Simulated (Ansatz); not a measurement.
CHClF4OSn (`[F][SnH]([Cl])[O]C(F)(F)F`), relaxed with RKS PBE0-D4/def2-TZVP in the Gaussian-basis code of Ansatz from a GFN2-xTB geometry. The force threshold is 0.005 eV/Å; the program also tests the step.

Total charge 0; spin multiplicity 1. Sn: def2 effective core potential.

Start:

```xyz
9

F    -0.637   -2.173    1.088
Sn   -0.864   -1.203   -0.583
Cl   -2.788   -0.080   -0.265
O     0.660    0.167   -0.615
C     0.879    1.069    0.271
F     1.727    2.004   -0.169
F    -0.237    1.740    0.650
F     1.398    0.603    1.417
H    -0.137   -2.128   -1.794
```

How much energy does the relaxation release, and in how many steps? (Estimate.)

Ansatz gave: 7.15 kcal/mol, in 42 steps, 6 of them rejected.

Which bonds change most? (An estimate is asked.)

Ansatz gave: Sn2–O4 from 2.049 to 1.970 Å; F1–Sn2 from 1.945 to 1.895 Å; O4–C5 from 1.283 to 1.327 Å; Sn2–Cl3 from 2.250 to 2.281 Å.

Give the relaxed structure. (Best estimate.)

Computed: 
```xyz
9

F    -1.091   -1.994    1.121
Sn   -0.764   -1.160   -0.548
Cl   -2.519    0.240   -0.953
O     0.881   -0.107   -0.293
C     0.955    1.019    0.407
F     0.771    2.099   -0.362
F     0.026    1.073    1.382
F     2.149    1.132    0.979
H    -0.408   -2.302   -1.734
```
